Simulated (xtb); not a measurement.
C3H7BF2, SMILES CC(C)B(F)F. All values are semi-empirical tight-binding results from xtb (GFN2-xTB unless named), good for trends rather than for accurate numbers. The structure is a stationary point at GFN2-xTB. The values are those of a single conformer.

Optimised geometry:

```xyz
13

B      0.1760     0.0394     0.8151
F     -0.1204    -0.9606     1.6209
F      0.4274     1.1673     1.4505
C      0.2777    -0.1060    -0.7623
C     -0.1350     1.1775    -1.4983
C     -0.5038    -1.3110    -1.3026
H      1.3396    -0.2775    -0.9898
H      0.0432     1.0740    -2.5661
H     -1.1926     1.3778    -1.3443
H      0.4315     2.0286    -1.1300
H     -0.2014    -2.2225    -0.7940
H     -0.3264    -1.4301    -2.3689
H     -1.5705    -1.1706    -1.1452
```

Computed properties:
```json
{
  "orbital_gap": "5.34 eV",
  "dipole_moment": "2.11 D",
  "zero_point_energy": "63.7 kcal/mol",
  "G − E(el) at 298.15 K (modified RRHO)": "43.9 kcal/mol",
  "static polarisability (D4 model)": "54.0 bohr³",
  "solvation energy, GFN2-xTB/ALPB(water)": "-1.6 kcal/mol",
  "solvation energy, GFN2-xTB/ALPB(toluene)": "-4.1 kcal/mol"
}
```

Task: Give the IR lines (harmonic; lines under 4 % of the strongest left out, lines within 3 cm⁻¹ merged). (An estimate is asked for; the answer gives what the named calculation found.)

Result: ν (cm⁻¹): 432 (w), 575 (m), 701 (w), 1035 (w), 1164 (m), 1231 (s), 1267 (vs), 1285 (vs), 1309 (vs), 1507 (w), 2889 (w), 3034 (m), 3044 (m), 3049 (m) (against the strongest line: vs over 80 %, s over 45 %, m over 15 %, w over 4 %, vw less)

Task: Give the atomic charges and the Wiberg bond orders between heavy atoms. (An estimate is asked for; the answer gives what the named calculation found.)

Result: charges (e) B1 0.52, F2 -0.26, F3 -0.26, C4 -0.10, C5 -0.11, C6 -0.11, H7 0.06, H8 0.05, H9 0.04, H10 0.05, H11 0.04, H12 0.05, H13 0.04. Bond orders B1–F2 1.08, B1–F3 1.08, B1–C4 1.00, C4–C5 1.00, C4–C6 1.01.
